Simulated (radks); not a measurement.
Task: Species: Pd3.7+. Configuration: [Ne] 3s2 3p(up 3, down 2.3) 3d10 4s2 4p6 4d7 (fractional occupations, a model configuration). Method: non-relativistic Kohn-Sham, TPSS, spin-polarised, spherical densities, point nucleus; open shells are filled with parallel spins first (spin-orbit coupling, left out, can overturn this in heavy ions); meta-GGA in the generalised Kohn-Sham scheme; relativity is left out, which matters for an element this heavy; computed with a radial shooting solver on a logarithmic mesh with Libxc functionals. Some entries of the table are withheld. Estimate them.

| orbital | occ. | eigenvalue (hartree) | <r^2> (bohr^2) |
|---|---|---|---|
| 1s up | 1 | -865.1196 | 0.001465 |
| 1s down | 1 | -865.0851 | 0.001465 |
| 2s up | 1 | -126.1744 | 0.02425 |
| 2s down | 1 | -126.1375 | 0.02425 |
| 2p up | 3 | -117.3370 | 0.01837 |
| 2p down | 3 | -117.2889 | 0.01837 |
| 3s up | 1 | -24.75224 | 0.1732 |
| 3s down | 1 | -24.66560 | 0.1733 |
| 3p up | 3 | -21.21477 | 0.1689 |
| 3p down | 2.3 | -21.12528 | 0.1691 |
| 3d up | 5 | -14.72436 | 0.1492 |
| 3d down | 5 | -14.63876 | 0.1493 |
| 4s up | 1 | -5.01640 | (1) |
| 4s down | 1 | -4.90959 | (2) |
| 4p up | 3 | -3.88953 | 1.166 |
| 4p down | 3 | -3.78143 | 1.169 |
| 4d up | 5 | -2.05541 | 1.734 |
| 4d down | 2 | -1.95368 | 1.775 |

Result: 
(1) 4s up <r^2> (bohr^2): 1.021
(2) 4s down <r^2> (bohr^2): 1.021
